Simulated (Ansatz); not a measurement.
## Energy profile

The step: SiNH₅O ([NH2][SiH2][OH]) + H₂O → SiH₄O₂ ([OH][SiH2][OH]) + NH₃ (still joined by a long Si–N bond); bonds formed: Si1–O7, N2–H6; bonds broken: H6–O7; bonds weakened to dative contacts: Si1–N2 (atoms numbered as in the saddle structure below).

Si1  (-0.597, 0.541, -0.148)
N2  (-0.292, -1.221, 0.393)
H3  (-0.658, 0.603, -1.634)
H4  (-2.049, 0.632, 0.225)
O5  (-0.056, 1.723, 0.856)
H6  (0.818, -0.959, 0.021)
O7  (1.432, 0.101, -0.413)
H8  (-0.436, -1.393, 1.381)
H9  (-0.793, -1.921, -0.140)
H10  (0.902, 1.800, 0.784)
H11  (1.730, 0.093, -1.324)
(Å)

Electronic energies by CCSD(T) at an estimated basis limit (MP2 extrapolated from triple and quadruple zeta, plus CCSD(T) − MP2 in triple zeta), on PBE0-D4/def2-TZVP structures; SiNH7O2, singlet; no counterpoise correction. Program: Ansatz 0.2.0. Basis: def2-TZVPP and def2-QZVPP. Cores are frozen in the correlated methods. Extrapolation: Hartree–Fock as exp(−7.88 √X), correlation as X^−2.97.

Q: Give the profile in kcal/mol, counted from the separated reactants. (Judge from chemistry; the value comes from the calculation.)

A: The calculation gives:
```csv
point,kcal/mol
"separated: SiNH5O (linked as [NH2][SiH2][OH]; Si1, N2, H3, H4, O5, H8, H9, H10; singlet) + H2O (H6, O7, H11; singlet)",0.00
start structure,-8.18
saddle,18.80
end structure,-14.39
"separated: SiH4O2 (linked as [OH][SiH2][OH]; Si1, H3, H4, O5, O7, H10, H11; singlet) + NH3 (N2, H6, H8, H9; singlet)",-9.67
```

T1 diagnostic: at most 0.012.

The step is the kind of ligand exchange by which a precursor binds to a hydroxyl group, or is hydrolysed, in atomic layer deposition of oxides.

For scale, one of the runs: CCSD(T)/def2-TZVPP, 233 basis functions, launched by `ansatz run in.yaml --threads 4 --pin off --events-out ev --progress --plain --max-ram 9574MiB`. Hardware: 4 CPU threads of an Arm Neoverse N1, shared host. Wall time 2.5 min; peak host memory 4.2 GiB.
